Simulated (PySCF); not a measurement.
dimethyl thioether (C2H6S), singlet, geometry from GFN2-xTB; PySCF with PBE/6-31G, TDA.

PySCF was given this input:
```python
from pyscf import gto, scf, dft, tdscf

mol = gto.Mole()
mol.atom = '''
    C    -0.007850    1.377404   -0.513607
    S     0.002549   -0.002333    0.664816
    C     0.003874   -1.373765   -0.523307
    H    -0.009534    2.291986    0.069400
    H     0.883687    1.332437   -1.133295
    H    -0.903678    1.324796   -1.126468
    H     0.010004   -2.292417    0.053236
    H    -0.892387   -1.324474   -1.135809
    H     0.894977   -1.316832   -1.142635
'''
mol.basis = '6-31g'
mol.charge = 0
mol.spin = 0
mol.verbose = 4
mol.build()

mf = dft.RKS(mol)
mf.xc = 'pbe'
mf.kernel()
td = mf.TDA()
td.nstates = 10
td.kernel()
td.analyze()
```

Task: What does PySCF print? Leave out banner, timings and long lists.

Result: 
```
PySCF version 2.14.0

[INPUT] verbose = 4
[INPUT] num. atoms = 9
[INPUT] num. electrons = 34
[INPUT] charge = 0
[INPUT] spin (= nelec alpha-beta = 2S) = 0
[INPUT] symmetry False subgroup None
[INPUT] Mole.unit = angstrom
[INPUT] Symbol           X                Y                Z      unit          X                Y                Z       unit  Magmom
[...]
nuclear repulsion = 110.920624746091
number of shells = 29
number of NR pGTOs = 114
number of NR cGTOs = 43
basis = 6-31g
ecp = {}

******** <class 'pyscf.dft.rks.RKS'> ********
method = RKS
initial guess = minao
damping factor = 0
level_shift factor = 0
DIIS = <class 'pyscf.scf.diis.CDIIS'>
diis_start_cycle = 1
diis_space = 8
diis_damp = 0
SCF conv_tol = 1e-09
SCF conv_tol_grad = None
SCF max_cycles = 50
direct_scf = True
direct_scf_tol = 1e-13
XC library pyscf.dft.libxc version 7.1.2
    S. Lehtola, C. Steigemann, M. J. T. Oliveira, and M. A. L. Marques,  SoftwareX 7, 1–5 (2018)
XC functionals = pbe
    J. P. Perdew, K. Burke, and M. Ernzerhof,  Phys. Rev. Lett. 77, 3865 (1996)
    J. P. Perdew, K. Burke, and M. Ernzerhof,  Phys. Rev. Lett. 78, 1396 (1997)
    J. P. Perdew, K. Burke, and M. Ernzerhof,  Phys. Rev. Lett. 77, 3865 (1996)
    J. P. Perdew, K. Burke, and M. Ernzerhof,  Phys. Rev. Lett. 78, 1396 (1997)
radial grids:
    Treutler-Ahlrichs [JCP 102, 346 (1995); DOI:10.1063/1.469408] (M4) radial grids

becke partition: Becke, JCP 88, 2547 (1988); DOI:10.1063/1.454033
pruning grids: <function nwchem_prune>
grids dens level: 3
symmetrized grids: False
atomic radii adjust function: <function treutler_atomic_radii_adjust>
small_rho_cutoff = 0
Set gradient conv threshold to 3.16228e-05
Initial guess from minao.
tot grids = 105968
init E= -477.663787836144
[...]
cycle= 1 E= -477.616566483593  delta_E= 0.0472  |g|= 0.355  |ddm|=  2.7
[...]
cycle= 2 E= -477.586602982568  delta_E= 0.03  |g|= 0.49  |ddm|= 0.954
[...]
cycle= 3 E= -477.653276306674  delta_E= -0.0667  |g|= 0.0517  |ddm|= 0.508
[...]
cycle= 4 E= -477.654153597257  delta_E= -0.000877  |g|= 0.0145  |ddm|= 0.121
[...]
cycle= 5 E= -477.654225716112  delta_E= -7.21e-05  |g|= 0.00121  |ddm|= 0.024
[...]
cycle= 6 E= -477.65422629232  delta_E= -5.76e-07  |g|= 0.000199  |ddm|= 0.00281
[...]
cycle= 7 E= -477.654226308511  delta_E= -1.62e-08  |g|= 1.5e-05  |ddm|= 0.000418
[...]
cycle= 8 E= -477.654226308578  delta_E= -6.66e-11  |g|= 1.71e-06  |ddm|= 1.68e-05
[...]
Extra cycle  E= -477.654226308575  delta_E= 2.84e-12  |g|= 2.49e-06  |ddm|= 4.32e-06
[...]
converged SCF energy = -477.654226308575
Excited State   1:      5.96807 eV    207.75 nm  f=0.0000
Excited State   2:      6.78604 eV    182.70 nm  f=0.0023
Excited State   3:      7.30169 eV    169.80 nm  f=0.0052
Excited State   4:      7.86019 eV    157.74 nm  f=0.0072
Excited State   5:      8.20041 eV    151.19 nm  f=0.0658
Excited State   6:      8.57387 eV    144.61 nm  f=0.0000
Excited State   7:      8.90474 eV    139.23 nm  f=0.0172
[...]
      17 -> 24       -0.50470
Excited State   8:      9.17894 eV    135.07 nm  f=0.0000
      17 -> 25       -0.70524
Excited State   9:      9.32688 eV    132.93 nm  f=0.0291
      16 -> 19       -0.24949
      16 -> 20        0.65272
Excited State  10:      9.45588 eV    131.12 nm  f=0.2418
      15 -> 19        0.18509
      16 -> 18        0.45316
      17 -> 24       -0.48724

** Transition electric dipole moments (AU) **
state          X           Y           Z        Dip. S.      Osc.
  1         0.0000      0.0000     -0.0000      0.0000      0.0000
  2         0.1178      0.0005     -0.0005      0.0139      0.0023
  3         0.1701      0.0007     -0.0006      0.0289      0.0052
  4        -0.1935     -0.0008      0.0007      0.0375      0.0072
  5        -0.0022      0.0020     -0.5723      0.3275      0.0658
  6         0.0000     -0.0000      0.0000      0.0000      0.0000
  7         0.0012     -0.2804     -0.0010      0.0786      0.0172
  8         0.0000      0.0000      0.0000      0.0000      0.0000
  9         0.0014     -0.0012      0.3566      0.1272      0.0291
 10        -0.0044      1.0216      0.0036      1.0436      0.2418

** Transition velocity dipole moments (imaginary part, AU) **
state          X           Y           Z        Dip. S.      Osc.
  1         0.0000      0.0000     -0.0000      0.0000      0.0000
  2         0.0344      0.0001     -0.0001      0.0012      0.0032
  3        -0.0373     -0.0002      0.0001      0.0014      0.0035
  4        -0.0331     -0.0001      0.0001      0.0011      0.0025
  5        -0.0004      0.0004     -0.1082      0.0117      0.0259
  6         0.0000     -0.0000      0.0000      0.0000      0.0000
  7         0.0003     -0.0805     -0.0003      0.0065      0.0132
  8         0.0000      0.0000      0.0000      0.0000      0.0000
  9         0.0004     -0.0004      0.1034      0.0107      0.0208
 10        -0.0009      0.2033      0.0007      0.0413      0.0793

** Transition magnetic dipole moments (imaginary part, AU) **
state          X           Y           Z
  1         0.0024     -0.0022      0.6388
  2        -0.0029      0.6856      0.0024
  3         0.0018     -0.4157     -0.0015
  4         0.0025     -0.5792     -0.0020
  5         0.0000     -0.0000     -0.0000
  6        -0.0010      0.0009     -0.2693
  7        -0.4477     -0.0019      0.0017
  8        -0.0012      0.0011     -0.3208
  9         0.0000      0.0000      0.0000
 10         1.3817      0.0059     -0.0053
```
